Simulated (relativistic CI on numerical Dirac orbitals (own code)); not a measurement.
**Zeeman pattern of Ga+ 6419.23 Å at 0.1 T**

Problem. The line 3d10 4s 5s 3S_1 – 3d10 4s 5p 3P°_1 of Ga+ lies at 6419.23 Å (air; NIST Handbook). Calculate its Zeeman pattern at B = 0.1 T, seen across the field, in LS coupling, and compare it with the Doppler width at an assumed gas temperature of 600 K.

Working.
1. Landé factors g = 3/2 + [S(S + 1) − L(L + 1)]/[2J(J + 1)]: lower 2.0000, upper 1.5000.
2. The unit is μB B/hc = 0.46686 × 0.1 = 0.0467 cm⁻¹, or 19.2 mÅ at this wavelength. A component is shifted by g_u m_u − g_l m_l units. Seen across the field, the strengths for lower J and m are m² (π) and ¼(J − m)(J + m + 1) (σ).
3. π components (Δm = 0), symmetric about zero, as shift (strength, strongest of all = 100): ±0.500 (100).
4. σ components with Δm = +1, mirrored for −1: 1.500 (50), 2.000 (50).
5. The centre of the σ group lies at ḡ = 1.750 units, 33.7 mÅ from the line centre.
6. The Doppler width is 7.16 × 10⁻⁷ λ √(T/M) = 13.6 mÅ (FWHM, M = 69), so the sum of Gaussians shows separate peaks away from the centre.

Check. A relativistic CI calculation gives g = 2.0021 and 1.5001 for the two levels. The nearest fine-structure partner lies 88 cm⁻¹ away, 1895 Zeeman units, so the weak-field formulas hold; hyperfine structure, which matters at weak fields for isotopes with nuclear spin, is neglected.
